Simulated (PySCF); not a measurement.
Compound: 3-methylthioanisole, C8H10S.
Atom-mapped SMILES: `[CH3:1][S:2][c:3]1[cH:4][cH:5][cH:6][c:7]([CH3:8])[cH:9]1` (hydrogens: H10, H11, H12 on C1; H13 on C4; H14 on C5; H15 on C6; H16, H17, H18 on C8; H19 on C9)

The same species was optimised twice, with GFN2-xTB and with PBE0-D3(BJ)/def2-SVP (PySCF), and the same property calculations (PySCF, gas phase) were run on both structures.

```
     coordinate  GFN2-xTB  PBE0-D3(BJ)/def2-SVP  change
      C1–S2 (Å)     1.816                 1.797  -0.019
      C3–C9 (Å)     1.392                 1.404  +0.012
      C3–C4 (Å)     1.386                 1.398  +0.012
      C6–C7 (Å)     1.393                 1.403  +0.010
      C4–C5 (Å)     1.385                 1.396  +0.011
      C7–C9 (Å)     1.383                 1.394  +0.011
      C5–C6 (Å)     1.381                 1.389  +0.008
      S2–C3 (Å)     1.769                 1.762  -0.007
      C7–C8 (Å)     1.498                 1.502  +0.004
   C4–C3–C9 (°)     119.9                 119.2    -0.7
   C1–S2–C3 (°)     104.1                 103.4    -0.7
   S2–C3–C4 (°)     124.2                 124.8    +0.6
   C3–C9–C7 (°)     121.0                 121.5    +0.5
   C3–C4–C5 (°)     119.2                 119.5    +0.3
   S2–C3–C9 (°)     115.9                 116.1    +0.2
   C6–C7–C9 (°)     118.7                 118.6    -0.1
   C6–C7–C8 (°)     120.4                 120.5    +0.1
C1–S2–C3–C4 (°)        -2                     0      +2
```

Rotational constants: A = 3092, B = 867.5, C = 683.3 MHz (GFN2-xTB) against A = 3055, B = 863.6, C = 679.1 MHz (PBE0-D3(BJ)/def2-SVP).

On the GFN2-xTB structure: HOMO (eV) -6.00 [PBE0/pcSseg-1]; LUMO (eV) -0.14 [PBE0/pcSseg-1]; dipole (D) 1.13 [PBE0/pcSseg-1]; GIAO shielding of C1 (ppm) 168.7 [PBE0/pcSseg-1]; GIAO shielding of S2 (ppm) 490.8 [PBE0/pcSseg-1]; GIAO shielding of C3 (ppm) 38.5 [PBE0/pcSseg-1]; GIAO shielding of C4 (ppm) 65.1 [PBE0/pcSseg-1]; GIAO shielding of C5 (ppm) 52.3 [PBE0/pcSseg-1]; GIAO shielding of C6 (ppm) 58.0 [PBE0/pcSseg-1]; GIAO shielding of C7 (ppm) 43.5 [PBE0/pcSseg-1]; GIAO shielding of C8 (ppm) 163.0 [PBE0/pcSseg-1].

What do these properties become on the PBE0-D3(BJ)/def2-SVP structure?

```csv
property,level,on GFN2-xTB,on PBE0-D3(BJ)/def2-SVP,change
HOMO (eV),PBE0/pcSseg-1,-6.00,-6.01,-0.01
LUMO (eV),PBE0/pcSseg-1,-0.14,-0.20,-0.06
dipole (D),PBE0/pcSseg-1,1.13,1.07,-0.06
"energy, GFN2-xTB geometry as zero (kcal/mol)",PBE0/pcSseg-1,0.0,-0.4,-0.4
GIAO shielding of C1 (ppm),PBE0/pcSseg-1,168.7,167.7,-1.0
GIAO shielding of S2 (ppm),PBE0/pcSseg-1,490.8,496.3,+5.5
GIAO shielding of C3 (ppm),PBE0/pcSseg-1,38.5,36.9,-1.6
GIAO shielding of C4 (ppm),PBE0/pcSseg-1,65.1,62.6,-2.5
GIAO shielding of C5 (ppm),PBE0/pcSseg-1,52.3,50.1,-2.2
GIAO shielding of C6 (ppm),PBE0/pcSseg-1,58.0,55.3,-2.7
GIAO shielding of C7 (ppm),PBE0/pcSseg-1,43.5,41.4,-2.1
GIAO shielding of C8 (ppm),PBE0/pcSseg-1,163.0,161.1,-1.9
```

The heavy atoms differ by 0.017 Å rms after alignment. Among bonds between heavy atoms C1–S2 changes most (-0.019 Å). Changes are differences of the printed values. Neither structure is proved a minimum here.

The values belong to the conformer `[CH3:1][S:2][c:3]1[cH:4][cH:5][cH:6][c:7]([CH3:8])[cH:9]1`: C1–S2–C3–C4 0°.
